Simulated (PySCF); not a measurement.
Ligands exchanged one at a time, Al OH-NH2. Isolated molecules, 0 K electronic values unless said otherwise. One relaxed conformer stands for each flexible species; it need not be the lowest. Strings in code marks are SMILES.

Quantity: vertical ionisation energy (energy after one electron is removed minus that of the parent at the parent's geometry), in eV.

Level 1: B3LYP/6-31G* // B3LYP-D3(BJ)/def2-TZVP (PySCF)
Level 2: minus the HOMO energy of B3LYP/6-31G* // B3LYP-D3(BJ)/def2-TZVP (PySCF)
Level 3: minus the HOMO energy of HF/6-31G* // B3LYP-D3(BJ)/def2-TZVP (PySCF)
Level 4: minus the HOMO energy of PBE-D3(BJ)/def2-TZVP // B3LYP-D3(BJ)/def2-TZVP (PySCF)

```json
[
 {"species": "`[NH2][Al]([OH])[OH]` (O–Al–O–H torsion 0°, O–Al–O–H torsion -180°)", "level 1": "9.52", "level 2": "6.64", "level 3": "10.69", "level 4": "5.86"},
 {"species": "`[OH][Al]([OH])[OH]`", "level 1": "[?]", "level 2": "8.24", "level 3": "[?]", "level 4": "7.28"},
 {"species": "`[NH2][Al]([NH2])[OH]` (N–Al–O–H torsion 0°)", "level 1": "8.68", "level 2": "6.14", "level 3": "10.15", "level 4": "[?]"},
 {"species": "`[NH2][Al]([NH2])[NH2]`", "level 1": "8.35", "level 2": "5.96", "level 3": "[?]", "level 4": "5.27"}
]
```

**Question.** What belongs in the gaps?

**Answer.** 
- `[OH][Al]([OH])[OH]`, level 1: 10.94
- `[OH][Al]([OH])[OH]`, level 3: 13.21
- `[NH2][Al]([NH2])[OH]` (N–Al–O–H torsion 0°), level 4: 5.43
- `[NH2][Al]([NH2])[NH2]`, level 3: 9.97
